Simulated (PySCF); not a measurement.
C4H5Br, SMILES C=C=CCBr. Geometry: PBE-D3(BJ)/def2-SVP. One conformer was computed; it need not be the lowest.

Computed equilibrium geometry at PBE-D3(BJ)/def2-SVP (PySCF confirms it by a frequency run) as Cartesian coordinates in Å (one conformer of several):
```xyz
10

C      3.4431    -0.2402     0.7528
C      2.2173    -0.6516     0.5128
C      0.9806    -1.0593     0.2838
C     -0.2248    -0.4005     0.8676
Br    -1.3254     0.4827    -0.5360
H      3.9343     0.5043     0.1021
H      4.0247    -0.6253     1.6083
H      0.8103    -1.9284    -0.3780
H     -0.9150    -1.1277     1.3342
H      0.0368     0.3913     1.5913
```
